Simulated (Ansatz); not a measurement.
H9N3Si3, charge -1, doublet, geometry from GFN2-xTB (a state made from the parent by changing its charge; the spin is typed, not shown lowest) (a gas-phase anion, which may not be bound at this level). Base run: SVWN5/6-31G run with Ansatz (a quantum-chemistry and plane-wave program).

Ansatz was given this input:
Ansatz 0.2 input:
```yaml
crystal:
  periodic: [false, false, false]
  atoms:
    - {symbol: Si, position_ang: [1.66547442, -0.48907564, -0.59819950]}
    - {symbol: N, position_ang: [0.59418415, -1.50472773, 0.32249669]}
    - {symbol: Si, position_ang: [-1.10568783, -1.24155363, 0.41227852]}
    - {symbol: N, position_ang: [-1.39538756, 0.41725957, 0.77463053]}
    - {symbol: Si, position_ang: [-0.62575011, 1.72431754, -0.07751450]}
    - {symbol: N, position_ang: [1.00420036, 1.12074811, -0.34532915]}
    - {symbol: H, position_ang: [1.74247123, -0.70119423, -2.07046356]}
    - {symbol: H, position_ang: [3.01349731, -0.73837966, -0.04327928]}
    - {symbol: H, position_ang: [0.87755749, -2.46913715, 0.37976229]}
    - {symbol: H, position_ang: [-1.69090226, -1.51990684, -0.97964277]}
    - {symbol: H, position_ang: [-1.83115545, -2.19718535, 1.28224697]}
    - {symbol: H, position_ang: [-2.32319235, 0.62288539, 1.10713860]}
    - {symbol: H, position_ang: [-0.75163728, 2.89885584, 0.81235450]}
    - {symbol: H, position_ang: [-1.16994070, 2.11228503, -1.40861257]}
    - {symbol: H, position_ang: [1.63581267, 1.84718153, -0.65399401]}
basis:
  gaussian:
    orbitals: 6-31G
hamiltonian:
  xc: {name: SVWN5}
total_charge: -1
magnetization: {spin_polarized: true, initial_magnetization: 1}
```

Each row names what was changed in the base input (with any setting that the change needs).

```json
[
 {"change": "base", "ΔE vs base (mEh)": "0.000"},
 {"change": "occupation = up:A':23 A'':14 down:A':22 A'':14", "ΔE vs base (mEh)": "0.000"},
 {"change": "occupation = up:A':24 A'':13 down:A':22 A'':14", "ΔE vs base (mEh)": "235.6"},
 {"change": "occupation = up:A':22 A'':15 down:A':22 A'':14", "ΔE vs base (mEh)": "14.548"},
 {"change": "symmetry_tolerance_ang = 0.01", "ΔE vs base (mEh)": "0.000"}
]
```

A gas-phase anion may not be bound at this level; its values then depend on the basis.
